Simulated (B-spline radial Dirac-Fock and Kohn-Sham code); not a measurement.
**Binding energies of Tl¹⁴⁺ at several levels of theory**

System: the Tl¹⁴⁺ ion in the configuration [Kr] 4d10 4f14 5s2 5p5.

The density-functional columns are spherical, spin-unpolarised Dirac-Kohn-Sham results without Breit or QED terms: −ε is minus the orbital energy of the initial state and ΔSCF the difference of two total energies. The reference in the last column comes from multi-electron Dirac-Fock with separately optimised hole states, Breit and Lamb-shift corrections added in first order. All numbers are from a radial atomic solver, in eV; a selection of levels is shown. The Kohn-Sham columns are given as differences from the reference. For the 1s level of heavy atoms much of the gap between ΔSCF and the reference is the Breit and QED part, -473.9 eV here; for other levels the error of the functional can be larger.

| level | LDA −ε − DF | LDA ΔSCF − DF | Dirac-Fock |
| --- | --- | --- | --- |
| 1s | -176.2 | +463.2 | 85824.6 |
| 2s | -179.8 | -53.9 | 15651.3 |
| 2p1/2 | -124.1 | +36.8 | 14997.4 |
| 2p3/2 | -145.2 | -10.4 | 12955.0 |
| 3s | -103.3 | -60.8 | 4005.6 |
| 3p1/2 | -83.4 | -38.0 | 3714.0 |
| 3p3/2 | -83.1 | -42.0 | 3254.7 |
| 3d3/2 | -60.1 | -11.9 | 2779.8 |
| 3d5/2 | -61.9 | -15.2 | 2683.4 |
| 4s | -60.1 | -37.3 | 1141.7 |
| 4p1/2 | -51.2 | -28.4 | 1015.3 |
| 4d3/2 | -37.1 | -15.6 | 696.1 |
| 4d5/2 | -37.1 | -15.9 | 675.0 |
| 4f5/2 | -19.2 | +1.7 | 407.2 |
| 4f7/2 | -19.4 | +1.3 | 402.7 |
| 5s | -15.3 | -1.9 | 402.8 |
| 5p | -9.9 | +2.5 | 337.5 |

Values without a named source are computed, but for edge energies of neutral atoms, which are taken from tables.
